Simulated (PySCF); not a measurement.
## How methods differ on the ionisation energy of Tl(48+)

Tl(48+) [Ar] 3d10 4s2 4p3 [4p1/2^2 4p3/2^1, M_J = 3/2] → Tl(49+) [Ar] 3d10 4s2 4p2 [4p1/2^2, M_J = 0], as a difference of total energies. Computed with PySCF 2.14 in an even-tempered Gaussian basis (16 s from 6.8 bohr⁻², ratio 2.8; 13 p from 8.9 bohr⁻², ratio 2.8; 8 d from 16 bohr⁻², ratio 2.8; 4 f from 39 bohr⁻², ratio 3), with the two-component X2C-1e Hamiltonian. Correlated levels: [Ne] frozen; the 72 highest virtual spinors dropped. "Screened" scales the spin-orbit matrix elements by Boettger's factors to mimic the two-electron term; Breit and QED terms are absent.

```csv
method,ionisation energy (eV)
GHF (spin-free),2682.2
GMP2 (spin-free),2683.1
GHF (screened spin-orbit),2629.4
GMP2 (screened spin-orbit),2630.3
```

Breit and QED terms and the two-electron picture change are absent.

The spin-free rows relax to the high-spin LS determinant and lack the spin-orbit shift.

The labels give the starting determinants; with spin-orbit coupling the two ends relaxed to ⟨J²⟩ = 3.75, ⟨L²⟩ = 2.62, ⟨S²⟩ = 1.55 and ⟨J²⟩ = 0.00, ⟨L²⟩ = 1.40, ⟨S²⟩ = 1.40.

For comparison: 2635 ± 4 eV (theoretical estimate listed by NIST; NIST Atomic Spectra Database, ionization energies).
